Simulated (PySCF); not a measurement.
Compound: SnH(vinyl)3, C6H10Sn.
Geometry (PBE0-D3(BJ)/def2-SVP, Å), atoms numbered from 1 in this order:
```xyz
17
C6H10Sn angstrom
Sn     0.0036   -0.0079    0.1315
H      0.0256   -0.0055    1.8511
C      2.0076   -0.2515   -0.5806
C      3.0549   -0.3964    0.2365
H      2.1835   -0.2542   -1.6641
H      2.9500   -0.4014    1.3279
H      4.0767   -0.5182   -0.1441
C     -0.8030    1.8555   -0.5473
C     -1.1542    2.8393    0.2858
H     -0.9389    2.0084   -1.6257
H     -1.0482    2.7527    1.3737
H     -1.5692    3.7878   -0.0776
C     -1.2272   -1.6281   -0.5355
C     -1.8960   -2.4236    0.3040
H     -1.3166   -1.8122   -1.6140
H     -1.8513   -2.2973    1.3923
H     -2.5257   -3.2479   -0.0536
```

Method: PBE0-D3(BJ)/def2-SVP geometry optimisation, gas phase, def2 core potentials past Kr in PySCF.

Which atoms are bound to Sn1, and at what distances?

4 atoms: H2 1.720 Å, C3 2.141 Å, C8 2.141 Å, C13 2.141 Å. The nearest atom not counted as bound is H5, at 2.83 Å (others tie with it).

List the angles at Sn1.

| angle | degrees | distance of the outer atoms (Å) |
| --- | --- | --- |
| C3–Sn1–C13 | 110.4 | 3.52 |
| C3–Sn1–C8 | 110.3 | 3.51 |
| C8–Sn1–C13 | 110.1 | 3.51 |
| H2–Sn1–C3 | 108.7 | 3.15 |
| H2–Sn1–C8 | 108.7 | 3.15 |
| H2–Sn1–C13 | 108.7 | 3.15 |

What is the shape at Sn1?

Tetrahedral: angles from 108.7° to 110.4°; τ4 = (360° − α − β)/141° = 0.99 with α and β the two widest (0 for a square, 1 for a tetrahedron).

What are the other bond lengths?

C3–C4, C8–C9, C13–C14 1.336 Å; C3–H5, C8–H10, C13–H15 1.098 Å; C4–H6, C9–H11, C14–H16 1.096 Å; C4–H7 1.097 Å; C9–H12 1.097 Å; C14–H17 1.097 Å.

Give some angles away from the centre.

Sn1–C3–C4 122.9°.

Point group: near C3v, missed by 0.17 Å at most; the miss may be what the optimiser left on a soft mode (C3 holds within 0.08 Å). Charge 0, singlet. No PBE0-D3(BJ)/def2-SVP frequencies stand behind this structure, so it isn't proved a minimum.

One conformer stands for the species.
